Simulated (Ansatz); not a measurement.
Cost and result for the atomization energy of C$_{3}$H$_{9}$CuFP (`C[P+](C)(C)[Cu-][F]`) (15 atoms, 14 bonds).

```xyz
15

C     0.484   -0.383    1.596
P    -0.035   -0.269   -0.144
C    -1.528    0.769   -0.062
C     1.204    0.848   -0.872
Cu   -0.279   -2.144   -1.150
F    -0.480   -3.696   -1.984
H     0.588    0.609    2.044
H     1.439   -0.907    1.658
H    -0.254   -0.957    2.159
H    -1.874    0.988   -1.073
H    -1.329    1.707    0.463
H    -2.320    0.226    0.456
H     0.932    1.070   -1.905
H     1.274    1.782   -0.308
H     2.178    0.356   -0.878
```

Total charge 0; spin multiplicity 1. For Cu the d shell is correlated and the shells below it are frozen. Scalar relativity is left out up to krypton. The geometry is a stationary point of PBE0-D4/def2-TZVP. It is one conformer, not always the lowest. Program: Ansatz. All runs use 2 threads of an AMD EPYC 7R13 on a shared host and a share of an NVIDIA H100 80 GB. Times are those of one run each, without the atoms' runs, and a repeat can differ threefold. Electronic energies, without spin–orbit coupling; frozen cores. CCSD(T)/CBS adds CCSD(T) − MP2 in def2-TZVPP to the MP2 limit, and its time is that of the two runs behind it. T1 = 0.022. With those shells the extrapolation isn't a true limit. B3LYP takes the VWN-RPA correlation (the form of Gaussian; ORCA's B3LYP/G). HSE06 is the plane-wave form, built on full-range PBE exchange.

CCSD(T)/CBS is a level of theory with its own doubt, some kJ/mol a heavy atom from the limit and from the frozen cores, so smaller differences don't rank the functionals.

| level | functions | wall time |
| --- | --- | --- |
| LDA (SPW92)/def2-TZVPP | 356 | 1.7 s |
| BLYP-D4/def2-TZVPP | 356 | 1.8 s |
| CCSD(T)/def2-SVP | 150 | 1.9 s |
| HSE06-D4/def2-TZVPP | 356 | 2.3 s |
| BHLYP-D4/def2-TZVPP | 356 | 2.4 s |
| r2SCAN-D4/def2-TZVPP (with forces) | 356 | 2.6 s |
| r2SCANh-D4/def2-TZVPP | 356 | 2.7 s |
| B3LYP-D4/def2-TZVPP (with forces) | 356 | 2.9 s |
| PBE-QIDH/def2-TZVPP | 356 | 2.9 s |
| ωB97M-V/def2-TZVPP (with forces) | 356 | 3.9 s |
| MP2/def2-QZVPP | 668 | 5 s |
| CCSD(T)/def2-TZVPP | 356 | 8.5 s |
| CCSD(T)/CBS(def2) | – | 14 s |

Task: What atomization energy does each give, and how far from CCSD(T)/CBS? (Best estimate.)

Result: The calculation gave: 
```json
{"level": "LDA (SPW92)/def2-TZVPP", "atomization (kcal/mol)": "1472.3", "difference from CCSD(T)/CBS": "180.7", "per bond": "12.9"}
{"level": "BLYP-D4/def2-TZVPP", "atomization (kcal/mol)": "1290.5", "difference from CCSD(T)/CBS": "-1.1", "per bond": "-0.1"}
{"level": "CCSD(T)/def2-SVP", "atomization (kcal/mol)": "1212.7", "difference from CCSD(T)/CBS": "-78.9", "per bond": "-5.6"}
{"level": "HSE06-D4/def2-TZVPP", "atomization (kcal/mol)": "1290.5", "difference from CCSD(T)/CBS": "-1.1", "per bond": "-0.1"}
{"level": "BHLYP-D4/def2-TZVPP", "atomization (kcal/mol)": "1252.3", "difference from CCSD(T)/CBS": "-39.3", "per bond": "-2.8"}
{"level": "r2SCAN-D4/def2-TZVPP (with forces)", "atomization (kcal/mol)": "1299.6", "difference from CCSD(T)/CBS": "8.0", "per bond": "0.6"}
{"level": "r2SCANh-D4/def2-TZVPP", "atomization (kcal/mol)": "1290.1", "difference from CCSD(T)/CBS": "-1.5", "per bond": "-0.1"}
{"level": "B3LYP-D4/def2-TZVPP (with forces)", "atomization (kcal/mol)": "1289.7", "difference from CCSD(T)/CBS": "-1.9", "per bond": "-0.1"}
{"level": "PBE-QIDH/def2-TZVPP", "atomization (kcal/mol)": "1280.7", "difference from CCSD(T)/CBS": "-10.9", "per bond": "-0.8"}
{"level": "ωB97M-V/def2-TZVPP (with forces)", "atomization (kcal/mol)": "1294.8", "difference from CCSD(T)/CBS": "3.2", "per bond": "0.2"}
{"level": "MP2/def2-QZVPP", "atomization (kcal/mol)": "1296.2", "difference from CCSD(T)/CBS": "4.6", "per bond": "0.3"}
{"level": "CCSD(T)/def2-TZVPP", "atomization (kcal/mol)": "1256.2", "difference from CCSD(T)/CBS": "-35.4", "per bond": "-2.5"}
{"level": "CCSD(T)/CBS(def2)", "atomization (kcal/mol)": "1291.6", "difference from CCSD(T)/CBS": "0.0", "per bond": "0.0"}
```

From r2SCAN to r2SCAN0 (25 % exact exchange), in def2-TZVPP and without D4, the atomization energy moves by −23.0 kcal/mol: exact exchange takes away binding that semilocal exchange gives to molecules. Leaving LDA and LC-ωPBE aside and taking each functional with its dispersion term where it has one, the values, not all of them listed here, spread over 62.7 kcal/mol, from BHLYP-D4 to PBE-D4. LDA lies +166.1 kcal/mol from PBE without D4, its usual overbinding. In def2-TZVPP, CCSD(T) changes the Hartree–Fock value by +321.5 kcal/mol (the triples alone add +20.3 kcal/mol) and MP2 by +340.5 kcal/mol; breaking electron pairs costs correlation energy, which Hartree–Fock lacks.
